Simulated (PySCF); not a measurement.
Compounds:

A. SMILES C#CC(=O)C[SiH2]O
B. SMILES ClC1=CC[SiH2][SiH2][C@@H]1C#CC
C. SMILES C=CC1=C[SiH2]C/C(=C/Cl)[SiH2]1

Spectrum 1. ¹³C{¹H} NMR (computed): δ 162.7 (C), 153.6 (CH), 149.5 (CH), 140.7 (C), 137.3 (CH), 124.9 (CH2), 23.2 (CH2).

Spectrum 2. ¹³C{¹H} NMR (computed): δ 194.2 (C), 88.3 (CH), 86.3 (C), 42.6 (CH2).

Spectrum 3. ¹³C{¹H} NMR (computed): δ 141.3 (C), 133.5 (CH), 87.2 (C), 82.0 (C), 24.8 (CH), 12.5 (CH2), 4.7 (CH3).

- geometry: GFN2-xTB
- shielding tensors at PBE0/pcSseg-1 (GIAO)
- code: PySCF 2.14
- no solvent model, no relativistic terms, one conformer, rapidly exchanging positions averaged

Scale: TMS for ¹³C (reference shieldings calculated alike). Shifts are as computed. Against solution values, carbons near 30 ppm lie about +3 ppm off and those near 130 ppm about +5 ppm; carbons on Cl a further +6 ppm. Of 1309 compounds with measured shifts, 239 miss one by over three times the rms of a fit or turn the order of signals round; such compounds aren't used in these exercises. Carbons bonded to Cl come out too deshielded.

Match each spectrum to its structure.

Answers

1–C, 2–A, 3–B.

- Spectrum 1 (C): 7 ¹³C signals; δC 162.7 is a fully substituted alkene carbon; δC 153.6 is an alkene CH.
- Spectrum 2 (A): 4 ¹³C signals; δC 88.3 is a terminal alkyne carbon; δC 86.3 is an alkyne carbon.
- Spectrum 3 (B): 7 ¹³C signals; δC 141.3 is a fully substituted alkene carbon; δC 133.5 is an alkene CH.
